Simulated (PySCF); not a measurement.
**Telling isomers of C$_{6}$H$_{5}$N$_{3}$ apart by NMR**

Calculated, not measured (PySCF 2.14): coordinates at the GFN2-xTB level, PBE0/pcSseg-1 with gauge-including orbitals. A single conformation, gas phase, non-relativistic Hamiltonian, equivalent nuclei averaged.

Chemical shifts δ = σref − σ; $^{1}$H (σ = 31.72 ppm), $^{13}$C (σ = 186.93 ppm) against TMS, all at this level. Where no couplings were computed, multiplicities follow the n + 1 count of equivalent neighbours, and m marks all less simple cases (inequivalent or close neighbours, rings, F or P nearby). Shifts are as computed. Against solution values, carbons near 30 ppm lie about +3 ppm off and those near 130 ppm about +5 ppm. Of 1211 compounds with measured shifts, 218 miss one by over three times the rms of a fit or turn the order of signals round; such compounds aren't used in these exercises. OH and NH positions are gas-phase values without hydrogen bonding to other molecules.

(1) Tabulate the signals of `C#Cc1nncnc1C`, `C=Cc1cc(C#N)[nH]n1`, `c1ccc2[nH]nnc2c1` and their relative energies.

(2) What is the quickest way to tell C=Cc1cc(C#N)[nH]n1 from c1ccc2[nH]nnc2c1?

(3) What is the quickest way to tell C#Cc1nncnc1C from C=Cc1cc(C#N)[nH]n1?

(4) What is the quickest way to tell C#Cc1nncnc1C from c1ccc2[nH]nnc2c1?

Answers

(1) 
```json
{"SMILES": "C#Cc1nncnc1C", "carbon types": "3×C 2×CH 1×CH3", "δC": "168.7, 157.8, 154.0, 102.0, 83.5, 25.5", "δH": "9.74 (s, 1H), 3.70 (s, 1H), 2.79 (s, 3H)", "E rel. (kcal/mol)": "57.2"}
{"SMILES": "C=Cc1cc(C#N)[nH]n1", "carbon types": "3×C 2×CH 1×CH2", "δC": "155.3, 133.7, 125.6, 121.8, 119.1, 116.0", "δH": "9.80 (br s, 1H), 6.95 (m, 1H), 6.78 (m, 1H), 6.77 (s, 1H), 5.78 (m, 1H)", "E rel. (kcal/mol)": "19.6"}
{"SMILES": "c1ccc2[nH]nnc2c1", "carbon types": "2×C 4×CH", "δC": "149.2, 139.8, 131.9, 128.1, 126.8, 112.8", "δH": "11.22 (br s, 1H), 8.57 (d, 1H), 7.87 (m, 1H), 7.83 (m, 1H), 7.74 (m, 1H)", "E rel. (kcal/mol)": "0.0"}
```

Energies are electronic energies at PBE0/pcSseg-1 on these geometries, without zero-point or thermal terms, each for the one conformer computed, which needn't be the lowest.

(2) Both give the same number of carbon signals, but DEPT or the intensities differ. The first has a terminal =CH2 carbon at 125.6 ppm, the second a ring-fusion aromatic carbon (C) at 139.8 ppm. Their most deshielded carbons lie at 155.3 and 149.2 ppm. In the proton spectra the most deshielded non-exchanging signals are 6.95 (m, 1H) and 8.57 (d, 1H).

(3) Both give the same number of carbon signals, but DEPT or the intensities differ. The first has a methyl carbon on an aromatic ring (CH3) at 25.5 ppm, the second a terminal =CH2 carbon at 125.6 ppm. Their most deshielded carbons lie at 168.7 and 155.3 ppm. In the proton spectra the most deshielded non-exchanging signals are 9.74 (s, 1H) and 6.95 (m, 1H).

(4) Both give the same number of carbon signals, but DEPT or the intensities differ. The first has a methyl carbon on an aromatic ring (CH3) at 25.5 ppm, the second an aromatic CH at 128.1 ppm. Their most deshielded carbons lie at 168.7 and 149.2 ppm. In the proton spectra the most deshielded non-exchanging signals are 9.74 (s, 1H) and 8.57 (d, 1H).
